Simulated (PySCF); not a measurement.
Run record: geometry optimisation, `CC1=C[SiH2]C=C1`.

Method: PBE0-D3(BJ)/def2-SVP geometry optimisation, gas phase (PySCF 2.14.0). Start geometry: GFN2-xTB. The command runs a driver script over a list of jobs; the input below is this job's line of settings and its coordinates in Å.

Command:
```bash
OMP_NUM_THREADS=1 python probes_run.py task.json out
```

Input:
```
{"job": {"xc": "PBE0", "basis": "def2-SVP", "d3": "d3bj", "grid": 1, "shake": 0.01, "kind": "geom"}, "charge": 0, "multiplicity": 1}
C      2.136530    -0.024080    -0.203810
C      0.626280     0.050660    -0.047590
C     -0.094110     1.117780     0.355850
Si    -1.873930     0.705240     0.406410
C     -1.485930    -1.043020    -0.197880
C     -0.164670    -1.133210    -0.352970
H      2.384090    -0.242970    -1.239120
H      2.552850    -0.770330     0.425360
H      2.570370     0.959220     0.071870
H      0.398860     2.051520     0.626950
H     -2.499080     0.726520     1.761790
H     -2.707090     1.464070    -0.540640
H     -2.181570    -1.846530    -0.394070
H      0.330240    -2.029970    -0.679910
```

Output:
```
step   0  E = -484.21778610  max force = 0.038280
step   1  E = -484.22295614  max force = 0.007571
step   2  E = -484.22307488  max force = 0.002067
step   3  E = -484.22310973  max force = 0.000849
step   4  E = -484.22311680  max force = 0.000158
optimisation converged
```

Energies in Eh; «max force» is the largest Cartesian gradient component in Eh/bohr.

Task: How much energy does the optimisation release, in kJ/mol?

Result: E(step 0) − E(last step) = 0.005331 Eh, which is 14.0 kJ/mol.

Summary of the converged run: final energy -484.22312 Eh after 4 steps; dipole 1.10 D.

Task: Give the final coordinates.

Result: 0.032 Å rms from the input after alignment:
```
atom  x, y, z in Å
C1     2.1539    0.0392   -0.2354
C2     0.6735    0.1150   -0.0418
C3    -0.0144    1.2005    0.3843
Si4   -1.8224    0.7390    0.4400
C5    -1.4813   -1.0050   -0.1563
C6    -0.1482   -1.0932   -0.3343
H7     2.3986   -0.2297   -1.2767
H8     2.5911   -0.7472    0.4027
H9     2.6454    0.9918    0.0025
H10    0.4863    2.1406    0.6260
H11   -2.4350    0.7991    1.8040
H12   -2.6907    1.5331   -0.4847
H13   -2.1546   -1.8429   -0.3474
H14    0.3543   -2.0046   -0.6815
```

The run took 29 s of wall time on one thread, Arm Neoverse V2 (aarch64), on a shared host, and the process peaked at 0.50 GiB of memory.
Labels such as C1 count atoms from 1, the log's own numbers from 0.
